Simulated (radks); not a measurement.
Problem. All-electron atom: the potassium ion K+ in [Ar]. Method: scalar-relativistic Kohn-Sham, PBEsol, spin-polarised, spherical densities, finite nucleus; Fermi nuclear charge, rms radius 3.4349 fm; computed with a radial shooting solver on a logarithmic mesh with Libxc functionals. Some entries of the table are withheld. Estimate them.

orbital,occ.,eigenvalue (eV),<1/r> (bohr^-1),r(max) (bohr)
1s,2,(1),18.70,0.05307
2s,2,-358.9796,3.794,0.3185
2p,6,-286.0200,3.699,(2)
3s,2,(3),1.100,1.077
3p,6,-24.8295,0.9595,1.155

Solution. 
(1) 1s eigenvalue (eV): -3523.335
(2) 2p r(max) (bohr): 0.2627
(3) 3s eigenvalue (eV): -41.3380
